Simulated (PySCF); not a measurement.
Correlation energy of Ar³⁺ (argon, charge +3)

[Ne] 3s2 3p3, high-spin 4S determinant. Calculation: PySCF 2.14, in dyall-acv3z (19s12p6d4f, 113 functions); no relativity, point nucleus. Frozen: 1s2; 13 electrons correlated; the 15 highest virtual orbitals of each spin left out.

MP2 pair energies summed by pair of shells (mhartree):

```tsv
pair	energy	share (%)
2p-2p	-185.98	43.8
3s-3p	-71.27	16.8
2s-2p	-56.48	13.3
2p-3p	-32.76	7.7
3p-3p	-24.36	5.7
2p-3s	-23.84	5.6
3s-3s	-10.93	2.6
2s-2s	-9.74	2.3
2s-3p	-5.59	1.3
2s-3s	-3.84	0.9
```

Total MP2 correlation energy: -424.80 mhartree.

Same-spin part -117.72 and opposite-spin part -307.08 mhartree; SCS-MP2 scales them by 1/3 and 6/5 to -407.74 mhartree.
